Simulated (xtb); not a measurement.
2,2,2-trifluoroacetaldehyde (C2HF3O), SMILES O=CC(F)(F)F. All values are semi-empirical tight-binding results from xtb (GFN2-xTB unless named), good for trends rather than for accurate numbers. Geometry: GFN2-xTB.

Optimised geometry:

Bonds (Å): F1–C2 1.341, C2–F3 1.327, C2–F4 1.341, C2–C5 1.551, C5–O6 1.186, C5–H7 1.103. Angles (°): F1–C2–F3 108.0, F1–C2–F4 107.1, F1–C2–C5 110.1, F3–C2–F4 108.0, F3–C2–C5 113.5, F4–C2–C5 110.1, C2–C5–O6 123.8, C2–C5–H7 111.1, O6–C5–H7 125.1.

The point group as xtb finds it is Cs and the orbital gap is 3.43 eV. The dipole moment comes out as 2.13 D. The zero-point energy comes out as 19.3 kcal/mol, the G − E(el) at 298.15 K (modified RRHO) comes out as 0.5 kcal/mol and the static polarisability (D4 model) is 34.3 bohr³. The solvation energy, GFN2-xTB/ALPB(water) is 0.0 kcal/mol and the solvation energy, GFN2-xTB/ALPB(ch2cl2) comes out as -2.4 kcal/mol.

Give the IR lines (harmonic; lines under 4 % of the strongest left out, lines within 3 cm⁻¹ merged). (The exact figures need the calculation; the answer reports its results.)

ν (cm⁻¹): 52 (w), 404 (w), 474 (w), 641 (w), 785 (w), 889 (w), 1071 (vs), 1092 (s), 1157 (s), 1308 (w), 1836 (s), 2831 (w) (against the strongest line: vs over 80 %, s over 45 %, m over 15 %, w over 4 %, vw less)

Computed atomic charges and the Wiberg bond orders between heavy atoms:
charges (e) F1 -0.19, C2 0.47, F3 -0.17, F4 -0.19, C5 0.19, O6 -0.20, H7 0.09. Bond orders F1–C2 0.95, C2–F3 0.98, C2–F4 0.95, C2–C5 0.89, C5–O6 2.03.
